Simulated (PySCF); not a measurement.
From one molecule to another.

First species: C7H10O2.
SMILES: `C=C1CC[C@@H](OC=O)C1`

Second species: C7H10O2.
Numbering: `[CH3:1][C:2](=[O:3])[O:4][C@@H:5]1[CH2:6][C:7]12[CH2:8][CH2:9]2` (hydrogens: H10, H11, H12 on C1; H13 on C5; H14, H15 on C6; H16, H17 on C8; H18, H19 on C9)

Levels: PBE0/def2-SVPD for HOMO energy, LUMO energy, HOMO–LUMO gap and static isotropic polarisability; TDDFT PBE0/def2-SVPD for lowest singlet excitation. Geometries: PBE0-D3(BJ)/def2-SVP. All species are isolated and taken at one optimised geometry, non-relativistic unless stated; the electronic structure was computed with PySCF and density fitting.

The conformers computed, where there is a choice (atom-mapped SMILES and torsion angles):
- `[CH3:1][C:2](=[O:3])[O:4][C@@H:5]1[CH2:6][C:7]12[CH2:8][CH2:9]2`: C1–C2–O4–C5 -179°, C2–O4–C5–C6 148°

The conformers of `C=C1CC[C@@H](OC=O)C1` aren't listed.

(1) Which has the higher HOMO–LUMO gap?

(2) Which of the two has the higher S1 energy, and by how much?

(3) Which has the higher static isotropic polarisability?

(4) Which of the two has the higher HOMO energy, and by how much?

(5) Which of the two has the higher LUMO energy, and by how much?

Results:

(1) The second: 8.02 eV against 7.12 eV, a difference of 0.90 eV.

(2) The first: 5.95 eV against 5.86 eV, a difference of 0.09 eV.

(3) The first: 89.1 au against 85.7 au, a difference of 3.4 au.

(4) The first: -7.21 eV against -7.85 eV, a difference of 0.64 eV.

(5) The second: 0.17 eV against -0.09 eV, a difference of 0.26 eV.

On the first: The principal polarisabilities are 72.8, 81.0 and 113.5 au; their mean is the isotropic value. S1 lies 1.17 eV below the HOMO–LUMO gap; its leading configuration is HOMO−1→LUMO+1, weight 0.94.

On the second: In wavenumbers S1 is 47300 cm⁻¹ (1 eV = 8065.54 cm⁻¹). S1 lies 2.16 eV below the HOMO–LUMO gap; its leading configuration is HOMO−1→LUMO, weight 0.40, beside HOMO→LUMO, weight 0.33.
